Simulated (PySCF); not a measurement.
Polarisability and C₆ of Cu (copper, neutral)

[Ar] 3d10 4s1, 2S determinant. Computed with PySCF 2.14 in aug-cc-pwCVTZ-DK, with the spin-free X2C one-electron Hamiltonian (Gaussian nucleus). Coupled (time-dependent) response in atomic units; α is the mean over directions.

```csv
method,mean α (bohr³),C₆ (like pair),S(−4)
BHandHLYP,46.17,281.2,1948
```

S(−4) is the Cauchy moment in α(ω) = α(0) + S(−4) ω² + …

Reference α: 46.5 ± 0.5 bohr³ (recommended; Schwerdtfeger and Nagle, table of static dipole polarizabilities (2023 update)). Published C₆: 253.0 (Chu and Dalgarno (2004); Tang, Norbeck and Certain (1976)).

α(iu) at BHandHLYP:

```tsv
u (hartree)	α(iu) (bohr³)
0	46.17
0.0500	41.83
0.100	33.05
0.200	19.21
0.300	12.26
0.500	6.639
0.750	4.189
1.00	3.092
1.50	2.023
2.00	1.464
3.00	0.8814
5.00	0.4312
```

A single London oscillator, α(iu) = α/(1 + u²/ω²), gives C₆ = (3/4) ω α². Matching the computed C₆ needs ω = 4 × 281.2 / (3 × 46.17²) = 0.176 hartree.
